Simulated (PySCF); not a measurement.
## ¹⁷O chemical shifts

PySCF calculation with PBE0/pcSseg-1 with gauge-including orbitals and GFN2-xTB structure; no solvent model, a single conformation, no relativistic terms, one averaged value for each set of equivalent atoms.

Shieldings were converted by a linear fit to measured shifts: ¹⁷O: δ = 266.70 − 0.911σ (rms 10.7 ppm, 155 shifts, 12.2 ppm with the 3 outliers that the fit left out vs liquid water, solution or neat liquid). A few per cent of atoms miss by over 2 rms, more outside the fitted compound classes.

Task: Give the ¹⁷O shifts of `COCc1ccoc1`, `COCc1ccoc1`, `O=C[C@@H]1CCSCS1`, `OCc1ccc(Cl)cc1`, `C=CCCC(=O)O[SiH3]`, `C=CCCC(=O)O[SiH3]`, `COC1=CC=C/C1=C\Cl`, `CC[C@H]1C=COC1=O`, `CO[C@H]1C(=O)C=C1C`.

Result: 
```json
{"compound": "[CH3:1][O:2][CH2:3][c:4]1[cH:5][cH:6][o:7][cH:8]1", "environment": "O7: aromatic ring oxygen", "δ (ppm)": "232.6"}
{"compound": "[CH3:1][O:2][CH2:3][c:4]1[cH:5][cH:6][o:7][cH:8]1", "environment": "O2: ether oxygen", "δ (ppm)": "-13.3"}
{"compound": "[CH3:1][O:2][CH2:3][c:4]1[cH:5][cH:6][o:7][cH:8]1", "environment": "O7: aromatic ring oxygen", "δ (ppm)": "232.6"}
{"compound": "[CH3:1][O:2][CH2:3][c:4]1[cH:5][cH:6][o:7][cH:8]1", "environment": "O2: ether oxygen", "δ (ppm)": "-13.3"}
{"compound": "O=C[C@@H]1CCSCS1", "environment": "aldehyde oxygen", "δ (ppm)": "497.4"}
{"compound": "OCc1ccc(Cl)cc1", "environment": "alcohol oxygen", "δ (ppm)": "24.2"}
{"compound": "[CH2:1]=[CH:2][CH2:3][CH2:4][C:5](=[O:6])[O:7][SiH3:8]", "environment": "O6: carbonyl oxygen", "δ (ppm)": "372.0"}
{"compound": "[CH2:1]=[CH:2][CH2:3][CH2:4][C:5](=[O:6])[O:7][SiH3:8]", "environment": "O7: oxygen bonded to C, Si", "δ (ppm)": "138.8"}
{"compound": "[CH2:1]=[CH:2][CH2:3][CH2:4][C:5](=[O:6])[O:7][SiH3:8]", "environment": "O6: carbonyl oxygen", "δ (ppm)": "372.0"}
{"compound": "[CH2:1]=[CH:2][CH2:3][CH2:4][C:5](=[O:6])[O:7][SiH3:8]", "environment": "O7: oxygen bonded to C, Si", "δ (ppm)": "138.8"}
{"compound": "COC1=CC=C/C1=C\\Cl", "environment": "ether oxygen", "δ (ppm)": "53.0"}
{"compound": "[CH3:1][CH2:2][C@H:3]1[CH:4]=[CH:5][O:6][C:7]1=[O:8]", "environment": "O8: ester carbonyl oxygen", "δ (ppm)": "364.8"}
{"compound": "[CH3:1][CH2:2][C@H:3]1[CH:4]=[CH:5][O:6][C:7]1=[O:8]", "environment": "O6: ester alkoxy oxygen", "δ (ppm)": "212.7"}
{"compound": "[CH3:1][O:2][C@H:3]1[C:4](=[O:5])[CH:6]=[C:7]1[CH3:8]", "environment": "O5: ketone oxygen", "δ (ppm)": "479.5"}
{"compound": "[CH3:1][O:2][C@H:3]1[C:4](=[O:5])[CH:6]=[C:7]1[CH3:8]", "environment": "O2: ether oxygen", "δ (ppm)": "0.3"}
```
